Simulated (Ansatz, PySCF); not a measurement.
Reaction (SMILES): [F][Ge]([F])[F] → [F][Ge][F] + F atom (the F-Ge bond at the site shown breaks; other sites are not compared here)
Geometries: B3LYP-D3(BJ)/def2-TZVP minima from Ansatz (a first-principles code).

Wanted: bond dissociation energy (electronic energy difference), in kJ/mol. Cores are frozen in the correlated levels unless marked. UHF or UKS for open shells. Spin-orbit coupling is left out. The frozen core is the preceding noble-gas configuration, with the filled d and f shells of earlier blocks. No relativistic terms. CBS(X,Y): correlation extrapolated as X^-3; Hartree-Fock from the larger set. The bracket is a focal-point correction in the basis named.

| level | program | bond dissociation energy (kJ/mol) | minus last row |
|---|---|---|---|
| SVWN5/def2-TZVPD | Ansatz | 384.3 | 64.4 |
| B3LYP-D3(BJ)/def2-TZVPD | Ansatz + dftd3 | 286.6 | -33.3 |
| TPSSh-D4/def2-TZVPD | PySCF + dftd4 | 306.1 | -13.8 |
| wB97X-V/def2-TZVPD | Ansatz | 301.7 | -18.2 |
| RI-MP2/cc-pVQZ | Ansatz | 356.5 | 36.6 |
| RI-MP2/CBS(aug-cc-pVTZ,aug-cc-pVQZ) | Ansatz | 361.3 | 41.4 |
| SCS-MP2/6-31G* | Ansatz | 308.3 | -11.6 |
| CCSD/6-31G | Ansatz | 218.7 | -101.2 |
| CCSD/cc-pVDZ | Ansatz | 256.5 | -63.4 |
| RI-MP2/CBS(cc-pVTZ,cc-pVQZ)+[CCSD(T)-MP2]/cc-pVTZ | Ansatz | 319.9 | 0.0 |
